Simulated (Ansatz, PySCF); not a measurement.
Gas-phase reaction (SMILES): [SiH3]CCCO[SiH3] + 5 [H][H] (H2) -> 3 C (CH4) + O (H2O) + 2 [SiH4] (SiH4); energy of full hydrogenation.

Structures are relaxed separately at B3LYP-D3(BJ)/def2-TZVP in Ansatz (a program for electronic structure), one conformer each, not searched for the lowest. Valence correlation only, unless marked. No spin-orbit coupling. No relativistic terms. CBS marks a two-point X^-3 extrapolation of the correlation energy; Hartree-Fock from the larger set. Thermal terms are rigid-rotor harmonic-oscillator values from B3LYP-D3(BJ) frequencies (PySCF) at 298.15 K and 1 atm. 1 Eh = 627.5095 kcal/mol.

```tsv
species	E, CCSD(T)/CBS(cc-pV(T+d)Z,cc-pV(Q+d)Z) (Ansatz) (Eh)	E, wB97M-V/def2-TZVPD (Ansatz) (Eh)	H - E (Eh)
[SiH3]CCCO[SiH3]	-774.71319	-775.71367	0.14997
[H][H] (H2)	-1.17450	-1.16077	0.01336
C (CH4)	-40.45816	-40.49098	0.04840
O (H2O)	-76.37426	-76.43347	0.02495
[SiH4] (SiH4)	-291.45815	-291.84546	0.03520
```

### Question
Work out ΔE and ΔH at 298.15 K at the first level, then ΔH at the second.

### Answer

1. ΔE = [3×(-40.45816) + (-76.37426) + 2×(-291.45815)] - [(-774.71319) + 5×(-1.17450)] = -0.07935 Eh = -49.8 kcal/mol at CCSD(T)/CBS(cc-pV(T+d)Z,cc-pV(Q+d)Z).
2. The terms H - E add up to 0.02378 Eh, so ΔH = (-0.07935 + (0.02378))×627.5095 = -34.9 kcal/mol.
3. At wB97M-V/def2-TZVPD the same steps give ΔE = -50.1 and ΔH = -35.2 kcal/mol, a shift of -0.3 from the first level.
4. These values are not checked against measurement here, since the tables used lack a sound gas-phase enthalpy of formation for at least one species.
